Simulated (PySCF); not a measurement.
Q: Write Cartesian coordinates for `FC(F)(F)c1ccn[nH]1` as optimised with PBE0-D3(BJ)/def2-SVP.

A: 
```xyz
12
C4H3F3N2 angstrom
F     -2.262    0.682    0.859
C     -1.703   -0.108   -0.070
F     -2.135   -1.352    0.132
F     -2.168    0.282   -1.258
C     -0.218   -0.018    0.007
C      0.778   -0.750   -0.611
C      1.969   -0.147   -0.156
N      1.723    0.864    0.669
N      0.406    0.926    0.751
H      0.654   -1.591   -1.288
H      2.997   -0.415   -0.397
H     -0.041    1.619    1.340
```

Orientation and origin are arbitrary. Atoms count from 1 in this order. The 2 C–N bonds span 1.328 Å (C7–N8, aromatic) to 1.354 Å (C5–N9, aromatic), a spread of 0.026 Å. The 5-membered ring C5–C6–C7–N8–N9 has internal angles of 103.8° to 113.1° (sum 540°, against 540° for a flat polygon); it is planar, 0.00 Å rms from its mean plane, widest ring torsion 0°. Of the pairs four or more bonds apart, F1···H12 is among the closest relative to their van der Waals radii: 2.46 Å, 92 % of the sum of Bondi's values. N9 (pyrrole-type nitrogen) is planar (angles 126.4°, 120.5° and 113.1°, sum 360.0°, 0.01 Å off the plane of its three neighbours).

Bonds between heavy atoms (Å): F1–C2 1.342, C2–F3 1.331, C2–F4 1.334, C2–C5 1.491, C5–C6 1.381, C6–C7 1.411, C7–N8 1.328, N8–N9 1.322, C5–N9 1.354.

Theory: PBE0-D3(BJ)/def2-SVP geometry optimisation, gas phase in PySCF 2.14.0.

Point group: near Cs, missed by 0.34 Å at most; the miss may be what the optimiser left on a soft mode. PBE0-D3(BJ)/def2-SVP frequencies: not computed here.

Rough CPU time on one thread of a shared machine: about 1.6 min. These figures are those of the optimisation.
